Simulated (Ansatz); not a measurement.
Consider the ligand exchange at the Si–C bond: `NC[SiH2][GeH3]` + H₂S → `S[SiH2][GeH3]` + CH₃NH₂.

Calculated with Ansatz (gas phase, PBE0-D4/def2-TZVP geometries, no zero-point term in ΔE). CCSD(T)/CBS is the MP2 limit (def2-TZVPP, def2-QZVPP) plus CCSD(T) − MP2 in def2-TZVPP, frozen cores. This one scheme is used for every species. DFT in def2-TZVPP. B3LYP here is the variant with VWN-RPA as its local correlation; programs differ in this. For Ge outer-core shells are correlated without core-valence functions, which leaves a few kJ/mol of doubt a bond. Scalar relativity is left out up to krypton. Each species was taken in one conformer, which may not be the lowest.

```json
{"level": "PBE0", "ΔE (kJ/mol)": "-72.9"}
{"level": "B3LYP", "ΔE (kJ/mol)": "-72.1"}
{"level": "SCS-MP2/def2-TZVPP", "ΔE (kJ/mol)": "-69.2"}
{"level": "CCSD(T)/def2-TZVPP", "ΔE (kJ/mol)": "-65.5"}
```

Question: What does CCSD(T)/CBS give? (An estimate is asked.)

Answer: Ansatz gave: -68.3 kJ/mol. The listed levels differ from it by -4.6, -3.8, -0.9, 2.8 kJ/mol.

Largest T1 diagnostic among the species: 0.012.

The D4 term adds +3.5 kJ/mol with B3LYP and +2.2 kJ/mol with PBE0; it sums over pairs of atoms, weighted by their polarisabilities, and B3LYP, whose exchange is more repulsive, gets the larger term. In def2-TZVPP, CCSD(T) changes the Hartree–Fock value by +11.1 kJ/mol (the triples alone add +0.5 kJ/mol) and MP2 by +7.3 kJ/mol.
